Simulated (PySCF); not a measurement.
How methods differ on the ionisation energy of Ar⁺

Ar⁺ [Ne] 3s2 3p5 (2P) → Ar²⁺ [Ne] 3s2 3p4 (3P), as a difference of total energies. Computed with PySCF 2.14 in Sapporo-DZP-2012 (5s4p2d, 27 functions), with scalar relativity by spin-free X2C-1e. Correlated levels: valence: [Ne] frozen. The calculations carry no spin-orbit coupling.

```
           method  ionisation energy (eV)
              UHF                  26.399
              LDA                  27.852
           M06-2X                  27.720
    MP2 (valence)                  27.118
SCS-MP2 (valence)                  27.078
   CCSD (valence)                  27.043
CCSD(T) (valence)                  27.050
```

Q: How much does correlation contribute at CCSD(T) (valence)?

A: 27.050 − (26.399) = 0.651 eV, measured against UHF.

The reference lies between the lowest fine-structure levels, while these numbers refer to the centres of the terms.

Errors of the correlated levels include the incompleteness of this basis and the frozen core.

For comparison: 27.630 eV (measured; NIST Atomic Spectra Database, ionization energies).
